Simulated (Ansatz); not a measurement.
Program: Ansatz. Geometries: PBE0-D4/def2-TZVP. ΔE: electronic, gas phase. CBS: MP2 limit from def2 TZ/QZ plus the TZ coupled-cluster correction, frozen cores. This one scheme is used for every species. Functionals use def2-TZVPP. For As outer-core shells are correlated without core-valence functions, which leaves a few kJ/mol of doubt a bond. Scalar relativity is left out up to krypton. Each species was taken in one conformer, which may not be the lowest.

Consider the cleavage of the Si–As bond: `[AsH2][SiH]1CO1` + `N[SiH3]` → `[SiH3]N[SiH]1CO1` + arsine.

```tsv
level	ΔE (kJ/mol)
r2SCAN-D4	-45.6
PBE0-D4	-40.0
MP2/def2-TZVPP	-51.4
CCSD/CBS(def2)	-52.5
```

Task: What does CCSD(T)/CBS give? (An estimate is asked.)

Result: The calculation gave: -50.0 kJ/mol. The listed levels differ from it by 4.4, 10.0, -1.4, -2.5 kJ/mol.

Largest T1 diagnostic among the species: 0.013.

From PBE to PBE0 (25 % exact exchange), in def2-TZVPP and without D4, ΔE moves by −6.3 kJ/mol. In def2-TZVPP, CCSD(T) changes the Hartree–Fock value by +13.2 kJ/mol (the triples alone add +2.5 kJ/mol) and MP2 by +14.4 kJ/mol.
